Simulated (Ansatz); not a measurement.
The cluster Ag₂Te (the lowest singlet isomer of a short search) was relaxed with r2SCAN-D4 (def2-TZVP) in Ansatz in these states: charge +1 doublet, neutral quintet, neutral singlet, neutral triplet. The geometries follow in no particular order.

In the def2 sets Ag, Te take a core potential; there is no spin–orbit coupling.

A:

Cartesian coordinates in Å:
```
Ag -0.125 -1.573 -0.289
Ag -0.408 0.784 1.339
Te 0.533 0.789 -1.050
```

B:

| atom | x (Å) | y (Å) | z (Å) |
| --- | --- | --- | --- |
| Ag1 | 0.120 | 0.831 | -1.364 |
| Ag2 | -0.860 | 0.679 | 1.168 |
| Te3 | 0.739 | -1.510 | 0.195 |

C:

Cartesian coordinates in Å:
```
Ag -0.6789 0.8886 -1.0773
Ag 1.5328 0.1415 0.2044
Te -0.8539 -1.0301 0.8730
```

D:

```xyz
3

Ag    1.676    0.198    0.239
Ag   -0.977    0.104   -1.393
Te   -0.700   -0.302    1.154
```

Q: Judge from the bond lengths which geometry belongs to which state (an estimate).

A: A is the neutral singlet (Ag1–Ag2 2.879 Å, Ag1–Te3 2.568 Å, Ag2–Te3 2.568 Å); B is the neutral quintet (Ag1–Ag2 2.719 Å, Ag1–Te3 2.880 Å, Ag2–Te3 2.880 Å); C is the neutral triplet (Ag1–Ag2 2.663 Å, Ag1–Te3 2.742 Å, Ag2–Te3 2.742 Å); D is the charge +1 doublet (Ag1–Ag2 3.117 Å, Ag1–Te3 2.595 Å, Ag2–Te3 2.595 Å).
